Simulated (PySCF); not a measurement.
Gas-phase XPS of TiClMe3, computed

Compound: TiClMe3, C3H9ClTi (singlet state).
Cartesian coordinates in Å at the PBE0-D3(BJ)/def2-SVP level; atoms count from 1:
```
atom  x, y, z in Å
Ti1    0.003    0.002    0.596
Cl2    0.012    0.022    2.797
C3     1.889   -0.016   -0.180
H4     2.461    0.847    0.202
H5     1.821    0.044   -1.280
H6     2.402   -0.949    0.108
C7    -0.943    1.636   -0.179
H8    -1.997    1.643    0.146
H9    -0.897    1.593   -1.281
H10   -0.447    2.555    0.176
C11   -0.951   -1.635   -0.160
H12   -2.010   -1.626    0.152
H13   -0.471   -2.557    0.209
H14   -0.892   -1.603   -1.262
```

Theory: PySCF, delta-SCF UKS SCAN, pcX-2 on the ionised atom (unc-x2c-TZVPall on a metal), pcseg-1 elsewhere, spin-free X2C. These are vertical core ionisation energies against the vacuum level, from separate self-consistent calculations with and without the core hole.

Question: List the computed XPS lines with their assignment.

Answer: 
| atom(s) | bonded to | level | binding energy (eV) | 2p1/2 (eV) | count |
| --- | --- | --- | --- | --- | --- |
| Cl2 | Ti | Cl 1s | 2827.70 | – | 1 |
| Ti1 | Cl and 3 C | Ti 2p3/2 | 462.21 | 467.93 | 1 |
| C3/C7/C11 | 3 H and Ti | C 1s | 289.54 | – | 3 |
| Cl2 | Ti | Cl 2p3/2 | 205.09 | 206.75 | 1 |

Question: Which effective nuclear charge Zeff reproduces each element's mean 1s value in the hydrogen-like formula E = 13.606 eV × Zeff²?

Answer: C (Z = 6): mean 289.5 eV, Zeff = 4.61, Z − Zeff = 1.39; Cl (Z = 17): mean 2827.7 eV, Zeff = 14.42, Z − Zeff = 2.58. Means run over the listed sites, weighted by atom count.

Topologically equivalent atoms share the value of their first member; where this conformer doesn't relate them by symmetry, their own values could differ. Spin contamination (⟨S²⟩ against 0.75 for a pure doublet) is marked for Ti 2p3/2 of Ti1 (0.88), which makes this value less certain. The 2p values add to the ΔSCF energy of one spin-free hole a correction within the shell (spin–orbit coupling, ligand field). 2p1/2 minus 2p3/2 (ligand field included): Ti 5.72 eV, Cl 1.65 eV. Satellites of the metal's 2p lines aren't described. Geometry: PBE0-D3(BJ)/def2-SVP; no solvent, vibrations or thermal averaging. Metal 2p energies of this one-determinant scheme are less reliable than its 1s energies.

On one thread, Arm Neoverse V1 (aarch64), on a shared host, this took 71 s wall and 0.65 GiB of memory at its peak.
